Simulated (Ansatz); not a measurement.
Sn₂₁H₃₂, a nanocrystal cut from cubic tin. The state is a triplet with charge 0. Geometry PBE-D4/def2-SVP, that of the neutral singlet; atoms count from 1.

Cartesian coordinates in Å:
```
Sn 5.424 -1.758 0.889
Sn -1.797 -4.451 3.070
Sn -3.267 0.018 3.431
Sn 1.098 -0.805 2.184
Sn 1.981 -2.332 -2.069
Sn -2.346 -1.436 -0.802
Sn 0.615 2.025 -1.467
Sn 4.938 1.084 -2.778
Sn -3.757 2.878 -0.258
Sn -2.823 1.566 -4.695
Sn 0.853 -3.508 2.958
Sn 3.818 -0.133 2.532
Sn 4.676 -1.551 -1.818
Sn -0.578 0.769 3.818
Sn -3.540 -2.640 4.338
Sn -4.011 0.246 0.721
Sn 3.305 2.875 -1.348
Sn -1.094 3.783 -0.072
Sn 0.344 -0.624 -0.530
Sn -0.093 2.040 -4.199
Sn -4.508 3.025 -2.975
H 7.107 -1.375 1.088
H 5.214 -3.408 1.391
H -1.839 -5.962 3.931
H -2.367 -4.761 1.461
H -4.302 1.045 4.389
H 1.767 -3.971 -1.529
H 1.477 -2.266 -3.731
H -2.509 -3.087 -0.285
H -2.799 -1.384 -2.479
H 6.601 1.587 -2.734
H 4.440 1.113 -4.442
H -4.796 3.930 0.668
H -3.156 -0.127 -4.520
H -3.196 1.997 -6.339
H 1.566 -3.704 4.534
H 1.783 -4.495 1.869
H 4.240 -0.393 4.199
H 4.094 1.544 2.184
H 5.694 -2.601 -2.768
H -0.146 0.495 5.481
H -0.330 2.456 3.491
H -3.203 -2.668 6.044
H -5.182 -3.176 4.144
H -5.674 -0.256 0.553
H 3.843 3.007 0.296
H 3.414 4.458 -2.059
H -0.582 3.938 1.580
H -0.978 5.360 -0.799
H 0.870 0.858 -5.039
H 0.323 3.589 -4.875
H -6.149 2.491 -3.174
H -4.462 4.694 -3.459
```

In the def2 sets Sn takes a core potential; there is no spin–orbit coupling. Single mean-field runs in def2-TZVP are fitted with def2-universal-jkfit. At PBE0-D4/def2-TZVP a singlet of charge 0 lies 3.41 eV below the triplet at the same geometry.

Q: Estimate the Mulliken populations of the heavy atoms from the PBE0/def2-TZVP orbitals of Ansatz.

A: 
```tsv
atom	charge (e)	spin (α − β)
Sn1	0.05	0.00
Sn2	0.06	0.00
Sn3	0.02	0.00
Sn4	0.04	0.09
Sn5	0.02	0.38
Sn6	0.04	0.38
Sn7	0.04	0.09
Sn8	0.05	0.00
Sn9	0.02	0.01
Sn10	0.06	0.00
Sn11	0.04	0.00
Sn12	0.04	0.04
Sn13	0.03	0.14
Sn14	0.03	0.04
Sn15	0.06	0.00
Sn16	0.03	0.13
Sn17	0.04	0.04
Sn18	0.03	0.04
Sn19	0.14	0.23
Sn20	0.04	0.00
Sn21	0.06	0.00
```
Mulliken values depend strongly on the basis.

Q: Where does the spin sit?

A: Summed by element: Sn 1.64, H 0.36, of 2 unpaired in all. Largest on single atoms: Sn6 0.38, Sn5 0.38, Sn19 0.23.

Q: And the Mayer bond orders between heavy atoms (over 0.3)?

A: Sn1–Sn12 0.85 (2.81 Å); Sn1–Sn13 0.86 (2.82 Å); Sn2–Sn11 0.85 (2.82 Å); Sn2–Sn15 0.87 (2.82 Å); Sn3–Sn14 0.85 (2.82 Å); Sn3–Sn15 0.85 (2.82 Å); Sn3–Sn16 0.84 (2.82 Å); Sn4–Sn11 0.84 (2.82 Å); Sn4–Sn12 0.78 (2.82 Å); Sn4–Sn14 0.79 (2.82 Å); Sn4–Sn19 0.75 (2.82 Å); Sn5–Sn13 0.74 (2.82 Å); Sn5–Sn19 0.55 (2.82 Å); Sn6–Sn16 0.75 (2.81 Å); Sn6–Sn19 0.56 (2.82 Å); Sn7–Sn17 0.78 (2.82 Å); Sn7–Sn18 0.79 (2.82 Å); Sn7–Sn19 0.75 (2.82 Å); Sn7–Sn20 0.84 (2.82 Å); Sn8–Sn13 0.86 (2.82 Å); Sn8–Sn17 0.85 (2.81 Å); Sn9–Sn16 0.84 (2.82 Å); Sn9–Sn18 0.85 (2.82 Å); Sn9–Sn21 0.85 (2.82 Å); Sn10–Sn20 0.85 (2.82 Å); Sn10–Sn21 0.87 (2.82 Å).
